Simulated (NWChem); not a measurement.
All runs are NWChem calculations. System: thiophenol (C6H6S), charge 0, spin multiplicity 1, at a geometry optimised with PBE0/def2-SVP. Level: G0W0@HF/def2-SVP, RI basis def2-svp-rifit.

The NWChem input:

```
start mol
memory heap 200 mb stack 700 mb global 1700 mb
geometry units angstroms nocenter noautoz
  S     -2.247180     0.391497     0.000000
  C     -0.509895     0.067898     0.000000
  C      0.356892     1.169167     0.000000
  C      1.735249     0.974686     0.000000
  C      2.270060    -0.313326     0.000000
  C      1.408385    -1.408790     0.000000
  C      0.027328    -1.225128     0.000000
  H     -2.648357    -0.896475     0.000000
  H     -0.051815     2.183002     0.000000
  H      2.398081     1.843664     0.000000
  H      3.351989    -0.462147     0.000000
  H      1.812048    -2.424479     0.000000
  H     -0.635175    -2.094556     0.000000
  symmetry group Cs
end
basis spherical
  * library def2-svp
end
basis "ri basis" bse spherical
  * library def2-svp-rifit
end
dft
  xc hfexch
  iterations 100
  direct
  tolerances tight
end
task dft energy
gw
  states alpha occ 4 vir 2
end
task dft gw
```

Part of the output:

```
             Northwest Computational Chemistry Package (NWChem) 7.3.0
             --------------------------------------------------------

                                NWChem Input Module
                                -------------------

 Scaling coordinates for geometry "geometry" by  1.889725989
 (inverse scale =  0.529177249)

 Turning off AUTOSYM since
 SYMMETRY directive was detected!

                             Geometry "geometry" -> ""
                             -------------------------

 Output coordinates in angstroms (scale by  1.889725989 to convert to a.u.)

  No.       Tag          Charge          X              Y              Z
 ---- ---------------- ---------- -------------- -------------- --------------
    1 S                   16.0000    -2.24718000     0.39149700     0.00000000
    2 C                    6.0000    -0.50989500     0.06789800     0.00000000
    3 C                    6.0000     0.35689200     1.16916700     0.00000000
    4 C                    6.0000     1.73524900     0.97468600     0.00000000
    5 C                    6.0000     2.27006000    -0.31332600     0.00000000
    6 C                    6.0000     1.40838500    -1.40879000     0.00000000
    7 C                    6.0000     0.02732800    -1.22512800     0.00000000
    8 H                    1.0000    -2.64835700    -0.89647500     0.00000000
    9 H                    1.0000    -0.05181500     2.18300200     0.00000000
   10 H                    1.0000     2.39808100     1.84366400     0.00000000
   11 H                    1.0000     3.35198900    -0.46214700     0.00000000
   12 H                    1.0000     1.81204800    -2.42447900     0.00000000
   13 H                    1.0000    -0.63517500    -2.09455600     0.00000000

 Effective nuclear repulsion energy (a.u.)     318.8851127593

            Nuclear Dipole moment (a.u.)
            ----------------------------
        X                 Y               Z
 ---------------- ---------------- ----------------
     0.0000094486     0.0000056692     0.0000000000

      Symmetry information
      --------------------
[...]
           0.000000000000           0.000000000000        1467.599141584223

     Multipole analysis of the density
     ---------------------------------

     L   x y z        total         alpha         beta         nuclear
     -   - - -        -----         -----         ----         -------
     0   0 0 0     -0.000000    -29.000000    -29.000000     58.000000

     1   1 0 0      0.289426      0.144708      0.144708      0.000009
     1   0 1 0     -0.404329     -0.202167     -0.202167      0.000006
     1   0 0 1      0.000000      0.000000      0.000000      0.000000

     2   2 0 0    -33.817632   -323.489478   -323.489478    613.161325
     2   1 1 0      2.549908     29.727890     29.727890    -56.905872
     2   1 0 1      0.000000      0.000000      0.000000      0.000000
     2   0 2 0    -32.390296   -118.562700   -118.562700    204.735104
     2   0 1 1     -0.000000     -0.000000     -0.000000      0.000000
     2   0 0 2    -40.545948    -20.272974    -20.272974      0.000000

 Task  times  cpu:       11.6s     wall:       11.6s

                                NWChem Input Module
                                -------------------

                                 NWChem GW Module
                                 ----------------

                             ***********************
                             ***        GW       ***
                             ***********************

 Summary of "ri basis" -> "ri basis" (spherical)
 ------------------------------------------------------------------------------
       Tag                 Description            Shells   Functions and Types
 ---------------- ------------------------------  ------  ---------------------
 S                       def2-svp-rifit             20       62   8s5p5d2f
 C                       def2-svp-rifit             16       48   6s5p4d1f
 H                       def2-svp-rifit              6       14   3s2p1d

                 Memory Information
                 ------------------
          Available GA per process is          1699.9 MBs
          Available stack per process is        700.0 MBs
          Available heap per process is         199.8 MBs

          Peak memory in Initialization
              Peak GA per process is                 15.0 MBs
              Peak stack per process is               0.2 MBs
              Peak heap per process is               15.5 MBs
              Memory not in MA per process            0.0 MBs

          Peak memory in AFF Calculation
              Peak GA per process is                 91.3 MBs
              Peak stack per process is              68.1 MBs
              Peak heap per process is                0.0 MBs
              Memory not in MA per process           68.1 MBs

          Computing 2-center integrals
          Computing Inverse Cholesky factor
          Computing 3-center integrals
          Computing V_xc ...
          Computing Sigma_x
          Computing RPA polarizability
          Solving quasiparticle equations

                  Alpha Orbitals
          State     Energy (eV)     Error (eV)
          -----------------------------------
@GW        26        -12.002           0.002
@GW        27        -10.682           0.005
@GW        28         -9.400           0.003
@GW        29         -8.206           0.003
@GW        30          2.189           0.003
@GW        31          2.239           0.002

   Applying   0.1427 eV scissor-shift to rest of particle states

   Applying  -1.2107 eV scissor-shift to rest of hole states

     GW Timing Statistics
   ------------------------
   Init.   :          0.0s
     ERIs  :          1.3s
     Distr.:          0.0s
     Vxc   :          1.6s
   Sigma_x :          0.0s
   RPA     :          4.8s
   Wmn     :          0.1s
   Sigma_c :          0.0s
   GW total:          7.8s

 Task  times  cpu:        7.8s     wall:        7.8s

 Total times  cpu:       19.4s     wall:       19.4s
```
